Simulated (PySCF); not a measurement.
C10H5F3S, SMILES Fc1ccsc1-c1c(F)cccc1F, GFN2-xTB optimised geometry. Atoms within 1.6 Å of the plane z = 0.6 Å (x, y, z in Å): F1 (-1.07, 2.46, 0.00), C2 (0.18, 1.98, 0.00), C3 (1.25, 2.90, 0.00), C4 (2.45, 2.28, 0.00), S5 (2.29, 0.58, 0.00), C6 (0.55, 0.65, 0.00), C7 (-0.23, -0.58, 0.00), C8 (0.38, -1.84, 0.00), F9 (1.73, -1.92, 0.00), C10 (-0.30, -3.04, 0.00), C11 (-1.68, -3.04, 0.00), C12 (-2.35, -1.83, 0.00), C13 (-1.64, -0.64, 0.00), F14 (-2.38, 0.48, 0.00), H15 (1.09, 3.96, 0.00), H16 (3.43, 2.72, 0.00), H17 (0.27, -3.95, 0.00), H18 (-2.23, -3.96, 0.00), H19 (-3.43, -1.77, 0.00).

Computed with PBE0/def2-SVP run with PySCF 2.14.0.

Map of the Laplacian of the electron density (e/bohr⁵) on the plane z = 0.6 Å:

```
|:::::::::::::::::::::::::::::::|
|:::::::::::::::::::::::::::::::|
|:::::::::::::::::::::::::::::::|
|:::::::::::::::::::::::::::::::|
|:::::::::::::::::::::::::::::::|
|:::::::::::::::::---:::::::::::|
|::::::::::::::::-----::::::::::|
|:::::::::::-==----------:::::::|
|::::::::::-+@@+---:::----::::::|
|::::::::::-#@@*--:--::---::::::|
|:::::::::::+%%=-:-==-:---::::::|
|:::::::::::-----:-------:::::::|
|::::::::-=--:---:---:.--:::::::|
|:::::::-#@%-::--::-: ..-:::::::|
|:::::::-%@@=-------:   -:::::::|
|:::::::-*%*=--------:.:-:::::::|
|::::::::-=---:---------::::::::|
|::::::::---:-------::::::::::::|
|:::::::---:----:---==-:::::::::|
|::::::----------:-*@%=:::::::::|
|::::::---:------:=%@@+:::::::::|
|:::::::---:----:--+%#-:::::::::|
|::::::::-------------::::::::::|
|::::::::-----:----:::::::::::::|
|::::::::----------:::::::::::::|
|:::::::::--------::::::::::::::|
|:::::::::::::::::::::::::::::::|
|:::::::::::::::::::::::::::::::|
|:::::::::::::::::::::::::::::::|
|:::::::::::::::::::::::::::::::|
|:::::::::::::::::::::::::::::::|
```
Scale: ten equal steps from -0.303 (start of ' ') to 0.886 (end of '@'), in the order ' .:-=+*#%@'; x runs from -6.00 to 6.00, y from -6.00 (bottom) to 6.00 (top).
